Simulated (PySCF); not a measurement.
Radial density of Zn (zinc, neutral)

TPSS, [Ar] 3d9 4s2 4p1, one real determinant (an excited configuration). Computed with PySCF 2.14 in x2c-QZVPPall (11s7p6d4f2g, 108 functions), with scalar relativity by spin-free X2C-1e.

```json
{"r (bohr)": "0.000963", "4πr²ρ (e/bohr)": "0.3133", "4πr²(ρα − ρβ)": "0.0000"}
{"r (bohr)": "0.00162", "4πr²ρ (e/bohr)": "0.7885", "4πr²(ρα − ρβ)": "0.0000"}
{"r (bohr)": "0.00272", "4πr²ρ (e/bohr)": "1.939", "4πr²(ρα − ρβ)": "0.0000"}
{"r (bohr)": "0.00458", "4πr²ρ (e/bohr)": "4.581", "4πr²(ρα − ρβ)": "0.0000"}
{"r (bohr)": "0.00771", "4πr²ρ (e/bohr)": "10.09", "4πr²(ρα − ρβ)": "-0.0001"}
{"r (bohr)": "0.0130", "4πr²ρ (e/bohr)": "19.73", "4πr²(ρα − ρβ)": "-0.0001"}
{"r (bohr)": "0.0218", "4πr²ρ (e/bohr)": "31.54", "4πr²(ρα − ρβ)": "0.0002"}
{"r (bohr)": "0.0367", "4πr²ρ (e/bohr)": "36.65", "4πr²(ρα − ρβ)": "0.0018"}
{"r (bohr)": "0.0617", "4πr²ρ (e/bohr)": "30.42", "4πr²(ρα − ρβ)": "0.0086"}
{"r (bohr)": "0.104", "4πr²ρ (e/bohr)": "33.59", "4πr²(ρα − ρβ)": "0.0347"}
{"r (bohr)": "0.175", "4πr²ρ (e/bohr)": "41.45", "4πr²(ρα − ρβ)": "0.1537"}
{"r (bohr)": "0.294", "4πr²ρ (e/bohr)": "22.18", "4πr²(ρα − ρβ)": "0.6076"}
{"r (bohr)": "0.494", "4πr²ρ (e/bohr)": "23.36", "4πr²(ρα − ρβ)": "1.2276"}
{"r (bohr)": "0.831", "4πr²ρ (e/bohr)": "16.64", "4πr²(ρα − ρβ)": "0.8868"}
{"r (bohr)": "1.40", "4πr²ρ (e/bohr)": "3.982", "4πr²(ρα − ρβ)": "0.3582"}
{"r (bohr)": "2.35", "4πr²ρ (e/bohr)": "1.491", "4πr²(ρα − ρβ)": "0.3555"}
{"r (bohr)": "3.95", "4πr²ρ (e/bohr)": "0.3915", "4πr²(ρα − ρβ)": "0.1996"}
{"r (bohr)": "6.65", "4πr²ρ (e/bohr)": "0.02987", "4πr²(ρα − ρβ)": "0.0241"}
{"r (bohr)": "11.2", "4πr²ρ (e/bohr)": "0.0003098", "4πr²(ρα − ρβ)": "0.0003"}
```

Densities and radii are taken from the X2C orbitals without a picture-change correction, which distorts them close to the nucleus.

⟨L²⟩ = 8.01 against 12 for a pure F term, so this real determinant mixes terms.
